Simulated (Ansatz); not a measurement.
`C[SiH]1N=C1F`. Total charge 0; spin multiplicity 1. The geometry is a stationary point of PBE0-D4/def2-TZVP.

```xyz
9

C     0.347    1.273   -0.526
Si    0.185   -0.203    0.576
N    -1.401   -1.031    0.759
C    -0.578   -1.725    0.102
F    -0.765   -2.915   -0.435
H    -0.313    1.185   -1.390
H     1.376    1.381   -0.878
H     0.086    2.182    0.024
H     1.063   -0.148    1.767
```

Task: What is the dipole moment at B3LYP/def2-TZVPP? (Estimate.)

Result: Ansatz gave: 3.60 D, with components (2.45, 2.57, -0.59) D in this frame, pointing from negative to positive charge.

Task: And with PBE, r2SCAN, ωB97M-V? (An estimate is asked.)

Result: The calculation gave: PBE 3.29 D, r2SCAN 3.42 D, ωB97M-V 3.67 D.

Task: Give the Mulliken charges with B3LYP, PBE, ωB97M-V in def2-TZVPP. (An estimate is asked.)

Result: Computed: 
| atom | B3LYP | PBE | ωB97M-V |
| --- | --- | --- | --- |
| C1 | -0.36 | -0.35 | -0.41 |
| Si2 | 0.31 | 0.21 | 0.30 |
| N3 | -0.24 | -0.19 | -0.25 |
| C4 | 0.19 | 0.15 | 0.16 |
| F5 | -0.16 | -0.11 | -0.16 |
| H6 | 0.12 | 0.12 | 0.13 |
| H7 | 0.11 | 0.11 | 0.12 |
| H8 | 0.11 | 0.12 | 0.13 |
| H9 | -0.07 | -0.06 | -0.02 |

B3LYP here is the variant with VWN-RPA as its local correlation; programs differ in this.
